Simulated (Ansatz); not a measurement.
Relaxation of Li₃Te⁺ with RKS PBE0-D4/def2-TZVP.

```sh
$ ansatz run in.yaml --threads 4 --pin off --events-out ev --progress --plain --max-ram 3916MiB
```

```yaml
crystal:
  periodic: [false, false, false]
  atoms:
    - {symbol: Li, position_ang: [-2.133570, 0.538940, -0.974130]}
    - {symbol: Li, position_ang: [0.004420, -1.585200, 1.783380]}
    - {symbol: Li, position_ang: [2.096150, 1.037350, -0.772060]}
    - {symbol: Te, position_ang: [0.032990, 0.008920, -0.037200]}
basis:
  gaussian: {orbitals: def2-TZVP}
total_charge: 1
hamiltonian: {xc: pbe0, dispersion: d4}
scf: {omitted_lower_state_checks: [starts]}
output: {orbitals: {seedname: orbitals}}
relax: {f_tol: 0.02, max_steps: 100}
```

Run time 7 s (4 threads of Arm Neoverse V2 on a shared host).

Positions (Å) and forces (eV/Å) at steps 1, 2, 4, 7, 8, 10 of 10:

```xyz
4
step=1 energy=-7904.3434 eV
Li   -2.134    0.539   -0.974   -0.341    0.107   -0.173
Li    0.004   -1.585    1.783    0.019   -0.259    0.301
Li    2.096    1.037   -0.772    0.322    0.167   -0.120
Te    0.033    0.009   -0.037    0.000   -0.014   -0.008
4
step=2 energy=-7904.3741 eV
Li   -2.226    0.602   -1.060    0.181   -0.041    0.076
Li    0.046   -1.675    1.892    0.004    0.134   -0.151
Li    2.166    1.082   -0.807   -0.162   -0.078    0.057
Te    0.013   -0.008   -0.025   -0.023   -0.014    0.018
4
step=4 energy=-7904.3883 eV
Li   -2.176    0.608   -1.055    0.000    0.001    0.000
Li    0.060   -1.649    1.869    0.000    0.001    0.001
Li    2.112    1.063   -0.793    0.000    0.001    0.001
Te    0.004   -0.022   -0.020    0.000   -0.003   -0.002
4
step=7 energy=-7904.3916 eV
Li   -2.150    0.710   -1.022    0.049   -0.033    0.043
Li    0.084   -1.581    1.939   -0.016    0.035   -0.035
Li    2.051    1.124   -0.731   -0.063   -0.046    0.028
Te    0.015   -0.252   -0.186    0.029    0.044   -0.036
4
step=8 energy=-7904.3940 eV
Li   -2.141    0.718   -0.931    0.112   -0.056    0.036
Li    0.038   -1.497    1.940    0.001    0.055   -0.099
Li    2.042    1.157   -0.682   -0.095   -0.074    0.023
Te    0.061   -0.378   -0.327   -0.019    0.075    0.040
4
step=10 energy=-7904.3994 eV
Li   -2.118    0.708   -0.911   -0.002    0.001   -0.001
Li    0.039   -1.466    1.915    0.000   -0.001    0.002
Li    2.019    1.141   -0.663    0.002    0.002    0.000
Te    0.060   -0.383   -0.341    0.000   -0.002   -0.001
```

In the def2 sets Te takes a core potential; there is no spin–orbit coupling. The structure comes from a short search, and lower isomers may exist.
